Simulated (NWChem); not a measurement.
System: HTe, doublet; SMILES [TeH]

Here is an NWChem input.

```
start job
memory heap 200 mb stack 700 mb global 900 mb
geometry units angstroms
  Te     0.000000     0.000000    -0.027388
  H      0.000000     0.000000     1.613842
end
basis spherical
  * library def2-svpd
end
ecp
  Te library def2-ecp
end
dft
  odft
  mult 2
  xc pbe0
  iterations 150
end
driver
  maxiter 120
end
task dft optimize
dft
  grid fine
  convergence energy 1d-8 density 1d-7
end
task dft freq numerical
```

The state is orbitally degenerate and is run as one real component. No stability test was run on the SCF state. def2 effective core potentials on Te; no spin-orbit coupling.

The level has its own optimisation; frequencies are unscaled.

Question: Give the results of this calculation. (PBE0/def2-SVPD with def2 effective core potentials on Te, spin-unrestricted.) Quantities: basis functions; r H–Te (Å); highest harmonic frequency (cm⁻¹); zero-point energy (kcal/mol).

Answer: 
```
Property                           Value
---------------------------------  -----
number of basis functions             43
r H–Te (Å)                         1.634
highest harmonic frequency (cm⁻¹)   2300
zero-point energy (kcal/mol)         3.3
```
